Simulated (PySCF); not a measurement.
BiCl2 (SMILES [Cl][Bi][Cl]), doublet, geometry from GFN2-xTB (such geometries of metal compounds can be far from the true shape) (the spin is typed, not shown lowest) (core potentials on Bi); PySCF with BLYP/def2-SV(P).

Input for PySCF:
```python
from pyscf import gto, scf, dft

mol = gto.Mole()
mol.atom = '''
    Bi    0.31935808   -0.02910973    0.37116121
    Cl    0.59421202    0.41454246   -2.06120785
    Cl   -2.15343088   -0.27241847    0.24906782
'''
mol.basis = 'def2-sv(p)'
mol.ecp = {'Bi': 'def2-sv(p)'}
mol.spin = 1
mol.verbose = 4
mol.build()

mf = dft.UKS(mol)
mf.xc = 'blyp'
mf.grids.level = 7
mf.kernel()
```

It wrote (shortened):

```
PySCF version 2.14.0

[INPUT] verbose = 4
[INPUT] num. atoms = 3
[INPUT] num. electrons = 57
[INPUT] charge = 0
[INPUT] spin (= nelec alpha-beta = 2S) = 1
[INPUT] symmetry False subgroup None
[INPUT] Mole.unit = angstrom
[INPUT] Symbol           X                Y                Z      unit          X                Y                Z       unit  Magmom
[INPUT]  1 Bi     0.319358080000  -0.029109730000   0.371161210000 AA    0.603499306867  -0.055009417260   0.701393034962 Bohr   0.0
[INPUT]  2 Cl     0.594212020000   0.414542460000  -2.061207850000 AA    1.122897977725   0.783371716403  -3.895118322304 Bohr   0.0
[INPUT]  3 Cl    -2.153430880000  -0.272418470000   0.249067820000 AA   -4.069394591381  -0.514796299573   0.470669966242 Bohr   0.0

nuclear repulsion = 208.185392685627
number of shells = 26
number of NR pGTOs = 133
number of NR cGTOs = 62
basis = def2-sv(p)
ecp = {'Bi': 'def2-sv(p)'}

******** <class 'pyscf.dft.uks.UKS'> ********
method = UKS
initial guess = minao
damping factor = 0
level_shift factor = 0
DIIS = <class 'pyscf.scf.diis.CDIIS'>
diis_start_cycle = 1
diis_space = 8
diis_damp = 0
SCF conv_tol = 1e-09
SCF conv_tol_grad = None
SCF max_cycles = 50
direct_scf = True
direct_scf_tol = 1e-13
number electrons alpha = 29  beta = 28
XC library pyscf.dft.libxc version 7.1.2
    S. Lehtola, C. Steigemann, M. J. T. Oliveira, and M. A. L. Marques,  SoftwareX 7, 1–5 (2018)
XC functionals = blyp
    A. D. Becke,  Phys. Rev. A 38, 3098 (1988)
    C. Lee, W. Yang, and R. G. Parr,  Phys. Rev. B 37, 785 (1988)
    B. Miehlich, A. Savin, H. Stoll, and H. Preuss,  Chem. Phys. Lett. 157, 200 (1989)
radial grids:
    Treutler-Ahlrichs [JCP 102, 346 (1995); DOI:10.1063/1.469408] (M4) radial grids

becke partition: Becke, JCP 88, 2547 (1988); DOI:10.1063/1.454033
pruning grids: <function nwchem_prune>
grids dens level: 7
symmetrized grids: False
atomic radii adjust function: <function treutler_atomic_radii_adjust>
small_rho_cutoff = 0
Set gradient conv threshold to 3.16228e-05
tot grids = 266648
init E= -1108.53519659753

cycle= 1 E= -1132.16720183384  delta_E= -23.6  |g|= 1.92  |ddm|= 9.46
cycle= 2 E= -1128.48350476396  delta_E= 3.68  |g|= 3.72  |ddm|= 8.09
cycle= 3 E= -1134.31806549833  delta_E= -5.83  |g|= 0.755  |ddm|= 5.92
cycle= 4 E= -1134.70936856856  delta_E= -0.391  |g|= 0.315  |ddm|= 1.64
cycle= 5 E= -1134.77054841864  delta_E= -0.0612  |g|= 0.0893  |ddm|= 0.523
cycle= 6 E= -1134.77526194122  delta_E= -0.00471  |g|= 0.0279  |ddm|= 0.167
cycle= 7 E= -1134.77580517421  delta_E= -0.000543  |g|= 0.00297  |ddm|= 0.0382
cycle= 8 E= -1134.77581094437  delta_E= -5.77e-06  |g|= 0.000534  |ddm|= 0.00374
cycle= 9 E= -1134.77581112217  delta_E= -1.78e-07  |g|= 0.000107  |ddm|= 0.000689
cycle= 10 E= -1134.77581113185  delta_E= -9.68e-09  |g|= 3.17e-05  |ddm|= 0.000206
cycle= 11 E= -1134.775811132  delta_E= -1.46e-10  |g|= 2.82e-05  |ddm|= 7.83e-05
Extra cycle  E= -1134.77581112867  delta_E= 3.33e-09  |g|= 7.17e-05  |ddm|= 0.000152
converged SCF energy = -1134.77581112867  <S^2> = 0.75096023  2S+1 = 2.00096
```
